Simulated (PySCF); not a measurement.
Delta-SCF ions had no search for a lower state. 

# H2BrOSi, SMILES `[O-][SiH2]Br` (charge -1, multiplicity 1)

Level of theory: PBE-D3(BJ)/def2-TZVPD // CAM-B3LYP-D3(BJ)/def2-TZVPD run with PySCF.

```json
{
 "HOMO": "-0.84 eV",
 "vertical detachment energy (Delta-SCF)": "4.09 eV",
 "total_energy": "-2939.6461 Ha",
 "cost": "about 60 core-seconds (a rough figure)"
}
```

```xyz
5

O     -0.9380     1.4545    -0.0179
Si    -0.2648     0.0678     0.0053
Br     2.1091     0.1091    -0.0617
H     -0.4862    -0.8516    -1.1551
H     -0.4201    -0.7797     1.2294
```
Charge -1, spin multiplicity 1.
